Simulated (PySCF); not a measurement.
How methods differ on the ionisation energy of Kr³³⁺

Kr³³⁺ [He] 2s1 (2S) → Kr³⁴⁺ 1s2 (1S), as a difference of total energies. Calculation: PySCF 2.14, in an uncontracted even-tempered set (19 s from 11 bohr⁻², ratio 2.2; 8 p from 17 bohr⁻², ratio 2.4; 5 d from 52 bohr⁻², ratio 2.4; 5 f from 78 bohr⁻², ratio 2.4; 4 g from 120 bohr⁻², ratio 2.4); the spin-free X2C one-electron Hamiltonian (Gaussian nucleus). Correlated levels: nothing frozen; virtual orbitals above 40 to 60 times the deepest correlated orbital energy dropped. The calculations carry no spin-orbit coupling.

```tsv
method	ionisation energy (eV)
UHF	4111.2
LDA	4106.9
PBE	4114.3
PBE0	4113.6
r2SCAN	4109.3
B2PLYP	4113.2
B3LYP	4113.8
MP2 (all electrons)	4111.3
SCS-MP2 (all electrons)	4111.3
```

For this ion Breit and QED terms and the two-electron picture change, all absent here, outweigh the differences among the correlated methods.

For comparison: 4109.1 eV (theoretical estimate listed by NIST; NIST Atomic Spectra Database, ionization energies).
